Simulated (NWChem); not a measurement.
Species: C₂H₇FSi; SMILES C[SiH](C)F

Results from NWChem. Medium grid unless said otherwise, to which SCAN and Minnesota functionals are sensitive. Coordinates come from a PBE0/def2-SVP optimisation. Hybrids' shares of exact exchange are those that their runs print; pure functionals count as 0. The functionals differ in more than this share.

```
row                     share of exact exchange  highest occupied level (eV)
----------------------  -----------------------  ---------------------------
PBE/def2-TZVP                              0.00                        -7.49
r2SCAN/def2-TZVP                           0.00                        -7.80
TPSSh/def2-TZVP                            0.10                        -8.15
B3LYP/def2-TZVP                            0.20                        -8.66
Hartree-Fock/def2-TZVP                     1.00                     withheld
```

**Question.** Fit a straight line of the last column on the one before it, predict the withheld value, and compare with the run.

**Answer.** 
1. Means of the 4 shown rows: x = 0.075, y = -8.025. Slope Σ(x − x̄)(y − ȳ)/Σ(x − x̄)² = -0.1395/0.02750 = -5.073; intercept -7.645.
2. The shown rows scatter about the line by 0.110 (root mean square); the largest residual is -0.16, at r2SCAN/def2-TZVP.
3. At x = 1.00 (Hartree-Fock/def2-TZVP; beyond the shown range) the line gives -12.72.
4. The run gives -12.20, +0.52 from the line, 4.7 times the scatter.
